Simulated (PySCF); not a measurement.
CH₂F, SMILES [CH2]F (connectivity only; charge and spin as stated), charge +1, multiplicity 1. Atoms are numbered in the order given.

```xyz
4

C      0.0000     0.0000    -0.5899
F      0.0000     0.0000     0.6356
H      0.0000     0.9768    -1.0904
H      0.0000    -0.9768    -1.0904
```
Charge +1, spin multiplicity 1.

Geometry: PBE0-D3(BJ)/def2-TZVPD. The multiplicity is an assumed one; other spin states were not compared. The isomer is the one that the SMILES or the coordinates give; other isomers of the formula were not compared.

The numbers are results of M06-2X/def2-TZVPD run with PySCF, not measurements.

Symmetry labels are those of the subgroup C2v that the program uses (full group C2v).

### Question
List the valence orbital energies around the gap with their symmetry. (Estimate from the structure and the level; the computed values follow.)

### Answer

| orbital | symmetry | energy (eV) |
|---|---|---|
| HOMO−7 | A1 | -698.25 |
| HOMO−6 | A1 | -300.92 |
| HOMO−5 | A1 | -48.98 |
| HOMO−4 | A1 | -31.13 |
| HOMO−3 | B2 | -27.20 |
| HOMO−2 | A1 | -26.55 |
| HOMO−1 | B1 | -25.69 |
| HOMO | B2 | -21.67 |
| LUMO | B1 | -10.41 |
| LUMO+1 | A1 | -4.88 |
| LUMO+2 | A1 | -4.09 |
| LUMO+3 | B2 | -3.47 |
